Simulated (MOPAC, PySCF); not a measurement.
Pair of molecules: NH3 (SMILES N) (first 4 atoms) with CH4S (SMILES CS); geometry from B3LYP-D3(BJ)/def2-TZVP, rigid monomers moved along the line of their centres of mass till N1···H10 is 2.54 Å.
(charge 0, multiplicity 1):
```csv
atom,x (Å),y (Å),z (Å)
N,-0.1745,0.0328,0.7472
H,-0.1468,0.9539,0.3249
H,0.6587,-0.4635,0.4528
H,-0.9752,-0.4567,0.3645
C,0.6272,-0.9732,5.0177
S,-0.5044,0.3964,4.6094
H,1.6308,-0.7814,4.6417
H,0.6675,-1.0365,6.1038
H,0.2586,-1.9197,4.6262
H,-0.4007,0.2871,3.2651
```

Interaction energies are E(AB) − E(A) − E(B) at the monomers' geometry in the complex; basis-set methods are counterpoise corrected. Rows marked so take none.

Rows in 3-21G carry no dispersion term and start afresh at each structure. The state that PM6 reach isn't checked.

Codes used: MOPAC for PM6 (differences of heats of formation); PySCF for 3-21G rows. Each number belongs to the level named beside it.

### Question
One of these levels gives -10.7 kJ/mol for the interaction energy. Name it.
A. B3LYP/3-21G (no counterpoise)
B. PM6
C. HF/3-21G (no counterpoise)

### Answer
B, PM6. The others give -18.8 (HF/3-21G (no counterpoise)), -27.2 (B3LYP/3-21G (no counterpoise))
